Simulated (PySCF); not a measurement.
Compound: C4H2O3.
SMILES with atom numbers: `[O:1]=[c:2]1[cH:3][c:4]([OH:5])[c:6]1=[O:7]` (hydrogens: H8 on C3; H9 on O5)

Computed by this run: PySCF 2.14.0, CAM-B3LYP/def2-SVP geometry optimisation, gas phase; density fitting, grid level 1; the optimiser is geomeTRIC in internal coordinates, started from a GFN2-xTB structure.

Step 0: E = -10307.5825 eV
```
atom  x, y, z in Å  |  force x, y, z in eV/Å
O1     -2.2688   -0.4564   -1.1543    0.039   0.026   0.018
C2     -1.2171   -0.2836   -0.6154   -0.463  -0.034  -0.238
C3     -0.1762   -1.1261    0.0004    0.399   0.318   0.185
C4      0.6141   -0.0610    0.3290    0.208  -0.233   0.122
O5      1.7780    0.0623    0.9298   -0.190  -0.137  -0.082
C6     -0.3403    0.9372   -0.2537    0.046   0.938  -0.052
O7     -0.3451    2.1296   -0.3528    0.032  -0.332   0.042
H8     -0.0782   -2.1854    0.1385    0.062  -0.596   0.080
H9      2.0398    0.9940    0.9925   -0.133   0.049  -0.075
```

Step 1: E = -10307.5705 eV
```
atom  x, y, z in Å  |  force x, y, z in eV/Å
O1     -2.3422   -0.4343   -0.9908   -0.005  -0.025  -0.055
C2     -1.2296   -0.2790   -0.5929    0.035   0.014  -0.193
C3     -0.1318   -1.1401   -0.0709   -0.082  -0.102   0.172
C4      0.6317   -0.0763    0.2995   -0.078   0.072   0.194
O5      1.7345    0.0708    0.9933    0.089   0.025  -0.170
C6     -0.3007    0.9436   -0.3026   -0.038  -0.062   0.048
O7     -0.2558    2.1246   -0.4527    0.014   0.049   0.051
H8     -0.0328   -2.2172    0.0613    0.016   0.045  -0.026
H9      1.9330    1.0183    1.0699    0.048  -0.016  -0.023
```

Step 2: E = -10307.5909 eV
```
atom  x, y, z in Å  |  force x, y, z in eV/Å
O1     -2.3150   -0.4447   -1.0707    0.071  -0.005  -0.119
C2     -1.2251   -0.2819   -0.6164   -0.110   0.010   0.222
C3     -0.1527   -1.1372   -0.0327    0.046  -0.057   0.017
C4      0.6235   -0.0742    0.3170   -0.153   0.039   0.162
O5      1.7537    0.0716    0.9660    0.028  -0.020  -0.099
C6     -0.3223    0.9454   -0.2636    0.158   0.001  -0.267
O7     -0.2786    2.1284   -0.4005   -0.049   0.034   0.117
H8     -0.0505   -2.2129    0.0973    0.011   0.000  -0.019
H9      1.9732    1.0160    1.0174   -0.003  -0.002  -0.015
```

Question: Estimate the geometry and energy of step 3. (The exact step hangs on the optimiser's Hessian estimate; all steps are aligned on step 2, rigid shifts and turns removed.)

Answer: E = -10307.5995 eV, largest force 0.193 eV/Å
```
atom  x, y, z in Å  |  force x, y, z in eV/Å
O1     -2.2909   -0.4507   -1.1200    0.050   0.012  -0.073
C2     -1.2240   -0.2818   -0.6163   -0.148  -0.035   0.118
C3     -0.1649   -1.1376   -0.0062    0.010   0.121  -0.054
C4      0.6093   -0.0706    0.3355    0.018  -0.049   0.051
O5      1.7585    0.0688    0.9504    0.041   0.018  -0.019
C6     -0.3299    0.9500   -0.2508    0.089  -0.052  -0.116
O7     -0.2924    2.1356   -0.3690   -0.037  -0.016   0.056
H8     -0.0536   -2.2133    0.1125   -0.012  -0.006   0.021
H9      1.9941    1.0101    0.9779   -0.010   0.007   0.016
```

The energy changes by -0.0086 eV. The first-order estimate −F·Δx gives -0.0146 eV and the mean of the old and new forces, exact on a quadratic surface, -0.0089 eV. The step makes an angle of 72° with the force vector and moves no atom by more than 0.055 Å.

What follows is the cost of the whole optimisation. Hardware: one thread of an AMD EPYC 9R14, no GPU, on a shared host. Cost: 23 s, 0.55 GiB resident at most.
